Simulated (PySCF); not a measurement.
F4S, SMILES FS(F)(F)F. Atoms are numbered in the order given.

```xyz
5

F      1.2335     0.0000     0.6222
S      0.0000     0.0000    -0.3903
F      0.0000    -1.6679    -0.2753
F      0.0000     1.6679    -0.2753
F     -1.2335     0.0000     0.6222
```
Charge 0, spin multiplicity 1.

Geometry optimised at TPSSh-D3(BJ)/def2-SVP.

Computed with PBE/pcJ-1 (PySCF).

Isotropic couplings with Fermi-contact, spin-dipole and both spin-orbit terms, one fixed conformer, no vibrational averaging. Isotopes: 19F.

Computed spin–spin coupling constants:
```tsv
pair	bonds apart	J (Hz)
F1–F3	2	-186.4
F1–F4	2	-186.4
F1–F5	2	289.8
F3–F4	2	231.5
F3–F5	2	-186.4
F4–F5	2	-186.4
```
